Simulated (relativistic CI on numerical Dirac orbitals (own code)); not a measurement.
Computed by Dirac-Coulomb-Breit CI, separate exchange-only KLI orbitals for each configuration, model QED, unscaled Slater integrals (own radial code, finite nucleus).

CI space (outside the closed core [Ne]): 3s2 3p6 3d, 3s2 3p5 3d2, 3s 3p6 3d2, 3s2 3p6 4s, 3s2 3p6 4p, 3s2 3p6 4d, 3s2 3p5 3d 4s, 3s2 3p6 4f, 3s2 3p5 3d 4p, 3s2 3p5 3d 4d, 3s 3p6 3d 4s, 3p6 3d2 4p, 3s2 3p5 3d 4f, 3s 3p6 3d 4p, 3s 3p6 3d 4d, 3s2 3p6 5s, 3s 3p6 3d 4f, 3s2 3p6 5p, 3s2 3p6 5d, 3s2 3p6 5f, 3s2 3p6 5g, 3p6 3d3, 3p5 3d4, 3p5 3d3 4s, 3p6 3d2 4s, 3p5 3d2 4s2, 3p6 3d2 4d, 3p5 3d3 4d, 3p5 3d2 4s 4d. Double excitations out of closed p, d and f shells are left out; levels of such configurations are missing from the list, as are those of other unlisted configurations, and high levels can miss mixing partners. These lack a partner that the ground configuration has and come out too high: 3s2 3p5 3d 4p, 3s2 3p5 3d 4f.

At this charge energies of transitions that change n are usually good to better than 1 %, and those within a shell (Δn = 0) to a few per cent.

Outline of the computed level scheme of Yb LII. Lowest level of each configuration: 3s2 3p6 3d 2D_3/2 at 0.000 eV; 3s2 3p5 3d2 4D°_3/2 at 235.218 eV.

Some strong electric-dipole decays among the lowest 45 levels: 3s2 3p5 3d2 2D°_3/2 → 3s2 3p6 3d 2D_3/2 (4.7e+12 s⁻¹); 3s2 3p5 3d2 2D°_5/2 → 3s2 3p6 3d 2D_5/2 (3.4e+12 s⁻¹); 3s2 3p5 3d2 2P°_3/2 → 3s2 3p6 3d 2D_5/2 (3.2e+12 s⁻¹); 3s2 3p5 3d2 2P°_1/2 → 3s2 3p6 3d 2D_3/2 (2.5e+12 s⁻¹); 3s2 3p5 3d2 2F°_7/2 → 3s2 3p6 3d 2D_5/2 (2.4e+12 s⁻¹); 3s2 3p5 3d2 2P°_1/2 → 3s2 3p6 3d 2D_3/2 (1.0e+12 s⁻¹); 3s2 3p5 3d2 2D°_5/2 → 3s2 3p6 3d 2D_5/2 (9.9e+11 s⁻¹); 3s2 3p5 3d2 2F°_5/2 → 3s2 3p6 3d 2D_3/2 (9.7e+11 s⁻¹).

LS names give the leading component of a level, which can be under half, so a name can repeat, a term be missing and a line seem to break the LS rules.
